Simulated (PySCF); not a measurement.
Tl: ionisation energy

Tl [Xe] 4f14 5d10 6s2 6p1 (2P) → Tl⁺ [Xe] 4f14 5d10 6s2 (1S), as a difference of total energies. Computed with PySCF 2.14 in x2c-TZVPPall with one added diffuse shell each of s, p, d, f type (12s8p7d4f, 99 functions), with scalar relativity by spin-free X2C-1e. Correlated levels: valence: [Xe] 4f14 5d10 frozen; valence and next inner shell: [Kr] 4d10 4f14 frozen. The calculations carry no spin-orbit coupling.

| method | ionisation energy (eV) | plus first-order spin-orbit estimate | error of that sum (eV) |
| --- | --- | --- | --- |
| UHF | 5.000 | 5.533 | -0.575 |
| LDA | 5.575 | 6.108 | 0.000 |
| PBE | 5.423 | 5.957 | -0.151 |
| PBE0 | 5.437 | 5.971 | -0.137 |
| r2SCAN | 5.498 | 6.031 | -0.077 |
| r2SCANh | 5.510 | 6.043 | -0.065 |
| wB97X | 5.280 | 5.813 | -0.295 |
| HSE06 | 5.458 | 5.992 | -0.116 |
| MP2 (valence) | 5.171 | 5.704 | -0.404 |
| SCS-MP2 (valence) | 5.152 | 5.686 | -0.422 |
| MP2 (valence and next inner shell) | 5.265 | 5.798 | -0.310 |
| SCS-MP2 (valence and next inner shell) | 5.179 | 5.712 | -0.396 |

Reference: 6.108 eV (measured; NIST Atomic Spectra Database, ionization energies).

A first-order spin-orbit estimate (lowest level to lowest level, LS coupling) adds 0.533 eV.

Errors of the correlated levels include the incompleteness of this basis and the frozen core.
